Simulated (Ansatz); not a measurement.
Level of theory: frozen-core CCSD(T)/cc-pVTZ // B3LYP-D3(BJ)/def2-TZVP run with Ansatz (an electronic-structure program).

Ansatz 0.2 input:
```yaml
crystal:
  periodic: [false, false, false]
  atoms:
    - { symbol: N, position_ang: [1.080511, 0.074027, -0.379619] }
    - { symbol: Si, position_ang: [-0.52889, 0.015052, 0.128682] }
    - { symbol: Br, position_ang: [-0.937982, -1.392915, 1.80915] }
    - { symbol: Br, position_ang: [-1.760808, -0.639665, -1.592555] }
    - { symbol: Br, position_ang: [-1.098285, 2.042858, 0.816235] }
    - { symbol: H, position_ang: [1.774606, 0.565456, 0.161345] }
    - { symbol: H, position_ang: [1.470849, -0.664814, -0.943238] }
basis:
  gaussian: { orbitals: cc-pVTZ }
correlation:
  method: ccsd_t
```

Output:

```
Functional definition: HF
1391 factors; integrals over basis functions are off by at most 9.7e-4 eV
mean field evaluation 1: about -219379.4754 eV, gradient 3.5e1 eV
mean field evaluation 2: about -219379.7620 eV, gradient 3.6e1 eV
mean field evaluation 4: about -219382.5491 eV, gradient 2.7e0 eV
mean field evaluation 8: about -219382.5992 eV, gradient 2.2e-1 eV
mean field evaluation 16: about -219379.4733 eV, gradient 3.5e1 eV
mean field -219382.59938861 eV, -8062.1618246648 hartree, gradient 2.7e-6 eV, S^2 0.000000; 0 other end points of the search recorded, 0 dependent functions left out
33 core orbitals not correlated
reference -219382.59938861 eV, -8062.1618246648 hartree; 31, 31 occupied and 157, 157 virtual orbitals, 1391 factors
second order -27.19553513 eV of doubles, -0.00000000 eV of singles
cycle   1  -27.37428753 eV  change   -1.8e-1 eV  update   1.0e-1
cycle   2  -27.96227291 eV  change   -5.9e-1 eV  update   2.6e-2
cycle   3  -28.05826967 eV  change   -9.6e-2 eV  update   1.3e-2
cycle   4  -28.04198572 eV  change    1.6e-2 eV  update   2.9e-3
cycle   5  -28.04257484 eV  change   -5.9e-4 eV  update   1.2e-3
cycle   6  -28.04248322 eV  change    9.2e-5 eV  update   3.2e-4
cycle   7  -28.04229645 eV  change    1.9e-4 eV  update   1.1e-4
cycle   8  -28.04232761 eV  change   -3.1e-5 eV  update   3.4e-5
perturbative correction -1.14498504 eV, -0.0420774240 hartree
Total energy: -219411.78670126 eV, -8063.2344386207 hartree
```

Cost: very roughly 18 core-minutes.
